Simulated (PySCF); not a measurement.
**C₆H₁₁NSi₂: full NMR table**

```yaml
Formula: C6H11NSi2
SMILES: N[Si@@H]([SiH3])c1ccccc1
InChI: InChI=1S/C6H11NSi2/c7-9(8)6-4-2-1-3-5-6/h1-5,9H,7H2,8H3/t9-/m0/s1
Point_group_of_the_computed_structure: C1
Degrees_of_unsaturation: 4
Carbon_signals: 4
Proton_signals: 6
```

Bonds (- single, = double, # triple, : aromatic): N1-Si2, Si2-Si3, Si2-C4, C4:C5, C5:C6, C6:C7, C7:C8, C8:C9, C9:C4. N1 carries H10, H11; Si2 carries H12; Si3 carries H13, H14, H15; C5 carries H16; C6 carries H17; C7 carries H18; C8 carries H19; C9 carries H20. Stereochemistry as in N[Si@@H]([SiH3])c1ccccc1.

How the numbers were obtained: shielding tensors at PBE0/pcSseg-1 (GIAO), GFN2-xTB structure, in PySCF 2.14 (a single conformation, fast rotation and ring inversion assumed for equivalent nuclei, no solvent, non-relativistic).

Scale: 1H (σ = 31.72 ppm), 13C (σ = 186.93 ppm), 29Si (σ = 349.16 ppm) vs TMS; 15N (σ = 267.73 ppm) vs NH3 (reference shieldings calculated alike).

| carbon | δC, type | δH (multiplicity) | HMBC from (2–3 bonds) | span of the C tensor (ppm) |
| --- | --- | --- | --- | --- |
| C4 | 142.6, C | – | H16/H20, H17/H19, H12, H13/H14/H15 | 235 |
| C5/C9 | 139.8, CH | 8.04 (d) | H16/H20, H18, H17/H19, H12 | 248 |
| C6/C8 | 133.3, CH | 7.68 (m) | H16/H20, H18, H17/H19 | 237 |
| C7 | 135.9, CH | 7.68 (m) | H16/H20, H17/H19 | 238 |

Other nuclei:
| atoms | nucleus | environment | δ (ppm) | σ (ppm) |
| --- | --- | --- | --- | --- |
| H12 | 1H | hydrogen on a silicon bonded to C, N, Si | 5.84 | 25.88 |
| H13/H14/H15 | 1H | hydrogen on a silicon bonded to Si | 3.37 | 28.35 |
| H10/H11 | 1H | hydrogen on a nitrogen bonded to Si | 0.22 | 31.49 |
| Si2 | 29Si | silicon bonded to C, N, Si, H | -29.0 | 378.2 |
| Si3 | 29Si | silicon bonded to Si, 3 H | -114.8 | 463.9 |
| N1 | 15N | nitrogen bonded to Si, 2 H | 11.5 | 256.2 |

Carbon types of the structure: 1 × C, 5 × CH, leaving 6 H on heteroatoms. δC 142.6: substituted aromatic carbon. δC 139.8, 135.9, 133.3: aromatic CH; the aromatic region. δH 8.04, 7.68, 7.68: hydrogen on an aromatic CH; it sits in the deshielding region of the aromatic ring current. δH 5.84: hydrogen on a silicon bonded to C, N, Si. δH 0.22: hydrogen on a nitrogen bonded to Si; exchangeable, gas-phase position.

Exchangeable OH/NH protons stand at their gas-phase positions; hydrogen bonding in a real sample shifts them, mostly to higher δ. Shifts are as computed. Against solution values, carbons near 30 ppm lie about +3 ppm off and those near 130 ppm about +5 ppm. Of 1211 compounds with measured shifts, 218 miss one by over three times the rms of a fit or turn the order of signals round; such compounds aren't used in these exercises. Experimental scales use liquid or dissolved standards, which lie at an offset from isolated NH3 (liquid NH3: subtract about 20 ppm). No couplings were computed; multiplicities are counted from neighbouring protons, with m where these are inequivalent, close in shift, in a saturated or five-membered ring or joined by F or P, and br s for small geminal =CH2 splittings.
